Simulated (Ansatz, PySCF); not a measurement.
ZnCl2, SMILES [Cl][Zn][Cl].

Geometry: PBE-D3(BJ)/def2-TZVP. The isomer is the one that the SMILES or the coordinates give; other isomers of the formula were not compared.

Vertical ionisation energy (IE) and electron affinity (EA) in eV. Rows of orbital energies are one-electron estimates. Where ΔSCF, EOM or ADC give a negative EA the extra electron is unbound and the value depends on the basis.

```json
[
 {"level": "−ε(HOMO), −ε(LUMO), PBE0/def2-TZVPD (PySCF)", "IE": "9.19", "EA": "1.76"},
 {"level": "−ε(HOMO), −ε(LUMO), PBE/def2-TZVPD (PySCF)", "IE": "7.82", "EA": "2.69"},
 {"level": "ΔSCF, PBE0/def2-TZVPD (Ansatz), final states of multiplicity 2 and 2", "IE": "(withheld)", "EA": "(withheld)"},
 {"level": "ΔSCF, PBE/def2-TZVPD (Ansatz), final states of multiplicity 2 and 2", "IE": "10.93", "EA": "0.21"}
]
```

### Question
Fill in the missing entries. (An estimate is asked for; the answer gives what the named calculation found.)

### Answer

- ΔSCF, PBE0/def2-TZVPD (Ansatz, a quantum-chemistry and plane-wave program), final states of multiplicity 2 and 2, IE: 11.36
- ΔSCF, PBE0/def2-TZVPD (Ansatz), final states of multiplicity 2 and 2, EA: 0.08

### Question
What vertical singlet–triplet gap does ΔSCF give with PBE0/def2-TZVPD (Ansatz) and with PBE/def2-TZVPD (Ansatz)? (An estimate is asked for; the answer gives what the named calculation found.)

### Answer
5.70 and 5.12 eV (triplet above singlet where positive).
